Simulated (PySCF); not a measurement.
H₇NSi₂, SMILES [SiH3]N[SiH3]. Atoms are numbered in the order given.

```xyz
10

Si     0.0019    -0.1350     1.5809
N     -0.0177     0.6240     0.0000
Si     0.0019    -0.1350    -1.5809
H     -0.9224     0.5963     2.5195
H     -0.4625    -1.5520     1.3989
H      1.3651    -0.1591     2.2298
H      0.1116     1.6416     0.0000
H      1.3651    -0.1591    -2.2298
H     -0.9224     0.5963    -2.5195
H     -0.4625    -1.5520    -1.3989
```

Geometry optimised at PBE-D3(BJ)/def2-SVP.

Computed with r2SCAN/def2-TZVPD run with PySCF.

Mulliken values depend strongly on the basis, most of all with diffuse functions as here. ESP charges are fitted to the potential on shells at 1.4 to 2.0 van der Waals radii. Atomic charges (e):

| atom | meta-Löwdin | ESP fit | Mulliken |
|---|---|---|---|
| Si1 | … | 0.31 | 0.20 |
| N2 | … | -0.58 | -0.27 |
| Si3 | … | 0.31 | 0.20 |
| H4 | … | -0.08 | -0.06 |
| H5 | … | -0.04 | -0.07 |
| H6 | … | -0.07 | -0.05 |
| H7 | … | 0.34 | 0.22 |
| H8 | … | -0.07 | -0.05 |
| H9 | … | -0.08 | -0.06 |
| H10 | … | -0.04 | -0.07 |

Question: Complete the blanks. (The exact figures need the calculation; the answer reports its results.)

Answer: 
- Si1, meta-Löwdin: 0.61
- N2, meta-Löwdin: -0.80
- Si3, meta-Löwdin: 0.61
- H4, meta-Löwdin: -0.11
- H5, meta-Löwdin: -0.10
- H6, meta-Löwdin: -0.12
- H7, meta-Löwdin: 0.24
- H8, meta-Löwdin: -0.12
- H9, meta-Löwdin: -0.11
- H10, meta-Löwdin: -0.10
